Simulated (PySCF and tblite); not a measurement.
Values are calculated unless marked as measured or tabulated.
C₆H₉FO₂, numbered as in [CH2:1]=[C:2]([C:3](=[O:4])[OH:5])[C@@H:6]([F:7])[CH2:8][CH3:9].

Conformers came from 200 starts (ETKDG and KDG, MMFF94s, GFN2-xTB); geometries are GFN2-xTB. Energies: B3LYP-D3(BJ)/def2-SVP (IEF-PCM, tetrahydrofuran), with GFN2-xTB thermal terms (modes under about 100 cm⁻¹ blended into free rotors). Symmetry numbers and mirror images are counted. Conformers within 3 kcal/mol (GFN2-xTB free energy) were kept, 6 at most. (PySCF 2.14, tblite 0.8.)

Rotational constants are equilibrium values for the commonest isotopes; dipoles come from the energy level named and are polarised by its solvent model.

Torsions listed: C6–C2–C3–O5, O4–C3–O5–H5, C1–C2–C6–F7, F7–C6–C8–C9.

```tsv
conformer	shape	symmetry	weight %
1	178°, 0°, -17°, -62°	C1	42.3
2	177°, -1°, -15°, 65°	C1	29.2
3	-4°, 1°, -20°, -64°	C1	13.8
4	-6°, 1°, -15°, 65°	C1	9.1
5	169°, -1°, -35°, -178°	C1	4.4
6	-15°, 1°, -32°, -176°	C1	1.2
```

Sets of constants, in random order:

| set | A (MHz) | B (MHz) | C (MHz) | abs μa (D) | abs μb (D) | abs μc (D) |
| --- | --- | --- | --- | --- | --- | --- |
| P | 2342 | 1173 | 1055 | 0.10 | 1.99 | 0.48 |
| Q | 2618 | 1094 | 852 | 1.77 | 0.30 | 1.24 |
| R | 2538 | 1118 | 867 | 0.71 | 1.99 | 0.03 |
| S | 2108 | 1284 | 1024 | 1.45 | 0.17 | 2.22 |
| T | 2385 | 1159 | 1038 | 1.51 | 0.44 | 1.58 |
| U | 2067 | 1316 | 1037 | 0.29 | 1.88 | 0.46 |

(1) Match each set to its conformer.

The minima are those of GFN2-xTB; planar forms about aryl–S or allylic bonds may be saddles in DFT.

Results:

(1) P is conformer 4, Q is conformer 1, R is conformer 3, S is conformer 5, T is conformer 2, U is conformer 6.


Conformer gaps in def2-SVP on xTB geometries can be 2 kcal/mol too large for S=O, P=O and other polar bonds.